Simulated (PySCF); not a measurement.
Open-shell species derived from `O=C1C[C@@H](F)O[C@@H]1F`. All by UKS B3LYP (pcH-1 on C F H O) in PySCF, non-relativistic with spin–orbit coupling as a perturbation, on GFN2-xTB geometries; isolated species, one conformer each; SCF stability not tested. Couplings are magnitudes for isotopes of over 50 % abundance, averaged over nuclei equivalent by connectivity (but not across a short bond from an atom whose three angles sum to over 350°); populations are Mulliken's. The geometries weren't refined by DFT: couplings that depend on bond lengths, twists or pyramidal angles can differ widely from those at the functional's own minimum.

```json
{"species": "O=C1C[C@@H](F)O[C]1F", "change": "H removed from sp3 C", "⟨S²⟩": "0.759", "g1": "2.0019", "g2": "2.0058", "g3": "2.0085", "largest spin population on": "carbon bonded to C, F and O (0.54)", "largest couplings": "1 × 19F 99 MHz, 1 × 19F 26 MHz, 1 × 1H 11 MHz, 1 × 1H 6 MHz, and 1 smaller"}
{"species": "O=C1C[C](F)O[C@H]1F", "change": "H removed from sp3 C", "⟨S²⟩": "0.752", "g1": "2.0020", "g2": "2.0041", "g3": "2.0044", "largest spin population on": "carbon bonded to C, F and O (0.83)", "largest couplings": "1 × 19F 271 MHz, 1 × 1H 59 MHz, 1 × 1H 37 MHz, 1 × 19F 27 MHz, and 1 smaller"}
```

Question: Predict the same entries for `O=C1[CH][C@@H](F)O[C@@H]1F` [radical] (H removed from sp3 C).

Answer: ⟨S²⟩: 0.765; g1: 2.0023; g2: 2.0038; g3: 2.0101; largest spin population on: carbon bonded to 2 C and H (0.82); largest couplings: 1 × 19F 107 MHz, 1 × 1H 58 MHz, 1 × 1H 52 MHz, 1 × 19F 10 MHz, and 1 smaller. The Mulliken spin populations are largest on C3 (+0.82), O1 (+0.33) and C2 (-0.14). The positive populations add up to 1.21 and the negative ones to -0.21, together 2S = 1. The angles at C3 add up to 359.1°, so it is planar; its axial dipolar tensor and the negative coupling of its proton fit spin in a p orbital normal to that plane. (Numbering: [O:1]=[C:2]1[CH:3][C@@H:4]([F:5])[O:6][C@@H:7]1[F:8] (hydrogens: H9 on C3; H10 on C4; H11 on C7).)

Question: How many first-order lines does each doublet give under fast tumbling, over what width, and where is its centre at 9.5 GHz?

Answer: 
| species | lines | width (mT) | centre (mT) |
| --- | --- | --- | --- |
| O=C1[CH][C@@H](F)O[C@@H]1F | 32 | 8.2 | 338.46 |
| O=C1C[C@@H](F)O[C]1F | 32 | 5.1 | 338.46 |
| O=C1C[C](F)O[C@H]1F | 32 | 14.3 | 338.78 |

Splittings under 0.05 mT aren't counted.

The drawing needn't show where the spin sits: the atom drawn as the radical centre holds a spin population of 0.54 in O=C1C[C@@H](F)O[C]1F.
